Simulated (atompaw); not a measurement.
**u(r) = r·R(r): atom against pseudo-atom (Pr (Z = 59))**

Columns: radius, all-electron u(r) and pseudo u(r) of the 6s shell (level -3.83 eV) of praseodymium in the configuration [Kr] 4d10 4f2 5s2 5p6 5d1 6s2 6p0; PBEsol, scalar-relativistic, PAW (atompaw) scheme, atompaw 4.2.0.5.

```tsv
r (bohr)	all-electron	pseudo
0.115	0.0045	-0.0996
0.231	-0.0997	-0.1943
0.346	0.0599	-0.2773
0.462	0.1608	-0.3456
0.577	0.1290	-0.3950
0.692	0.0239	-0.4243
0.808	-0.0939	-0.4333
0.923	-0.1868	-0.4228
1.038	-0.2430	-0.3949
1.154	-0.2624	-0.3521
1.269	-0.2501	-0.2981
1.385	-0.2133	-0.2353
1.500	-0.1600	-0.1677
1.615	-0.0963	-0.0973
1.731	-0.0267	-0.0256
1.846	0.0436	0.0446
1.962	0.1128	0.1132
2.077	0.1779	0.1780
2.192	0.2383	0.2383
2.308	0.2935	0.2935
2.423	0.3424	0.3424
2.538	0.3853	0.3853
2.654	0.4228	0.4228
2.769	0.4545	0.4545
2.885	0.4813	0.4813
3.000	0.5031	0.5031
```

Problem. How many radial nodes do the two functions have?

Solution. The all-electron 6s function has n − l − 1 = 5 (the table is too coarse to show those close to the nucleus); the pseudo-wave has 1, since 1 lower shell of the same l stays in the valence.

Problem. At about which radius was the pseudo-wave matched?

Solution. 2.15 bohr. The columns agree to 0.0005 from 1.96 bohr on; several derivatives are matched, so the curves merge somewhat inside the radius.

Problem. Is the pseudo-wave norm-conserving?

Solution. No, it belongs to a PAW set: the norm inside the radius is not constrained, and the difference is carried by the augmentation charge.
